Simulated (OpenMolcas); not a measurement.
Fe4+.

- Program: OpenMolcas 26.06
- Basis: ANO-L-VTZP [6s5p3d2f1g]
- Scalar Hamiltonian: non-relativistic, point nucleus
- Active space: 4 electrons in 5 orbitals (3d)
- State averaging: 2S+1 = 5 even, 5 roots; 2S+1 = 3 even, 45 roots; 2S+1 = 1 even, 50 roots
- Spin-orbit coupling: RASSI with atomic mean-field integrals over the reference wave functions, term energies averaged over their components

Two sets of levels on these reference wave functions, in cm-1 above 3d4 5D0: one from CASSCF and one from MS-CASPT2, IPEA 0.25 Eh, imaginary shift 0.1 Eh (closed shells correlated: 3s 3p).

```json
{"Level": "3d4 5D0", "Set 1": "0.0", "Set 2": "0.0"}
{"Level": "3d4 5D1", "Set 1": "155", "Set 2": "158"}
{"Level": "3d4 5D2", "Set 1": "457", "Set 2": "463"}
{"Level": "3d4 5D3", "Set 1": "890", "Set 2": "898"}
{"Level": "3d4 5D4", "Set 1": "1438", "Set 2": "1444"}
{"Level": "3d4 3H4", "Set 1": "27060", "Set 2": "25540"}
{"Level": "3d4 3H5", "Set 1": "27390", "Set 2": "25880"}
{"Level": "3d4 3H6", "Set 1": "27740", "Set 2": "26260"}
{"Level": "3d4 3P0(1)", "Set 1": "28870", "Set 2": "24500"}
{"Level": "3d4 3P1(1)", "Set 1": "29790", "Set 2": "25440"}
{"Level": "3d4 3F2(1)", "Set 1": "31180", "Set 2": "27460"}
{"Level": "3d4 3F3(1)", "Set 1": "31250", "Set 2": "27550"}
{"Level": "3d4 3P2(1)", "Set 1": "31380", "Set 2": "27040"}
{"Level": "3d4 3F4(1)", "Set 1": "31420", "Set 2": "27720"}
{"Level": "3d4 3G3", "Set 1": "34160", "Set 2": "30690"}
{"Level": "3d4 3G4", "Set 1": "34540", "Set 2": "31080"}
```

Q: Which set is which?

A: Set 2 is MS-CASPT2. Its levels of the other terms of 3d4 lie at 0.85 to 0.95 of the other set's values, as expected, since terms of lower spin or lower L gain more correlation energy than the Hund ground term. Against 15 measured levels (Corliss and Sugar, J. Phys. Chem. Ref. Data 11, 135 (1982)) the mean absolute deviation is 520 cm-1 with it and 2900 cm-1 without; single levels miss by up to 930 cm-1 with it.

CASPT2 does not keep the components of a term degenerate, so their means are used; among the terms shown or strongly mixed into the levels shown the widest spread is 270 cm-1 (3d4 3H, MS-CASPT2). Without dynamic correlation excited terms often stand tens of per cent too high (terms of higher spin than the ground term too low), and those without a measured partner can miss by more than the paired ones (holds for CASSCF). The CASPT2 spread within a term exceeds the gap to the next term for 3d4 3H and 3d4 3P(1), so the order of their levels is uncertain (holds for MS-CASPT2). Computed and measured levels are paired by configuration, term and J; levels that our copy of the source lacks, or whose pairing is in doubt (as where it misses far off the trend of its configuration), stay unpaired and out of the deviations. Only configurations of the active space appear. The table leaves out levels that lie high or whose names do not pair safely across all columns.

A number in round brackets counts repeated terms of one configuration in the order of the reference energies.
